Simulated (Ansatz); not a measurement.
`[GeH3][O]C[TeH]` + `N[AsH2]` → `N[AsH][TeH]` + `C[O][GeH3]`  (ligand exchange at a Te–C bond)

Computed with Ansatz on PBE0-D4/def2-TZVP structures; ΔE is electronic, products minus reactants. CBS: MP2 limit from def2 TZ/QZ plus the TZ coupled-cluster correction, frozen cores. DFT in def2-TZVPP. B3LYP here is the variant with VWN-RPA as its local correlation; programs differ in this. Elements past krypton have def2 core potentials. For As, Ge, Te outer-core shells are correlated without core-valence functions, which leaves a few kJ/mol of doubt a bond. Scalar relativity is left out up to krypton. Each species was taken in one conformer, which may not be the lowest.

```tsv
level	ΔE (kJ/mol)	difference from CCSD(T)/CBS
PBE-D4	-107.3	-7.9
r2SCAN-D4	-107.5	-8.1
PBE0-D4	-107.4	-8.0
B3LYP-D4	-107.1	-7.7
ωB97X-V	-98.9	0.5
ωB97M-V	-101.0	-1.6
B2PLYP	-103.9	-4.5
PBE	-107.2	-7.8
r2SCAN	-107.7	-8.3
PBE0	-107.3	-7.9
B3LYP	-106.9	-7.5
HF/def2-TZVPP	-106.5	-7.1
MP2/def2-TZVPP	-98.9	0.5
SCS-MP2/def2-TZVPP	-97.0	2.4
CCSD/def2-TZVPP	-94.8	4.6
CCSD(T)/def2-TZVPP	-94.6	4.8
HF/def2-QZVPP	-105.7	-6.3
MP2/def2-QZVPP	-101.4	-2.0
SCS-MP2/def2-QZVPP	-99.3	0.1
HF/CBS(def2)	-105.6	-6.2
MP2/CBS(def2)	-103.7	-4.3
CCSD/CBS(def2)	-99.7	-0.3
CCSD(T)/CBS	-99.4	0
```

Largest T1 diagnostic among the species: 0.012.

In def2-TZVPP, CCSD(T) changes the Hartree–Fock value by +11.9 kJ/mol (the triples alone add +0.3 kJ/mol) and MP2 by +7.6 kJ/mol.
